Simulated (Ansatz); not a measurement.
Born–Oppenheimer molecular dynamics of AlCl₂HO (5 atoms, charge 0, multiplicity 1). It starts from a relaxed structure.

All numbers below come from Ansatz, RKS PBE-D4/STO-3G.

```json
{
  "ensemble": "NVT, Langevin thermostat",
  "time step": "0.5 fs",
  "steps asked": "250",
  "set temperature": "100 K",
  "friction": "0.001 /fs",
  "seed": "280487"
}
```

First frame:

```xyz
5
Properties=species:S:1:pos:R:3
Al -0.009 -0.037 0.004
O 0.059 -0.121 1.702
H -0.928 -0.153 2.007
Cl 1.793 0.043 -1.023
Cl -1.824 -0.013 -1.022
```

Problem. How far do the bonds stretch over the last three quarters of this one trajectory? (Pairs bonded in most of those frames.)

Solution. 
| bond | mean (Å) | spread (Å) | shortest | longest |
| --- | --- | --- | --- | --- |
| Al1–O2 | 1.700 | 0.024 | 1.67 | 1.74 |
| Al1–Cl4 | 2.078 | 0.008 | 2.07 | 2.09 |
| Al1–Cl5 | 2.089 | 0.009 | 2.07 | 2.10 |
| O2–H3 | 1.033 | 0.006 | 1.02 | 1.04 |

Mean temperature of the second half: 55 K. The mean temperature of the second half is 45 % below the set value. A run of 0.12 ps of so small a system gives no equilibrium averages. Limits of this set-up: minimal basis.

Time of the run: 3.9 min on 1 thread of Arm Neoverse V2 (shared host), peak memory 0.085 GiB.
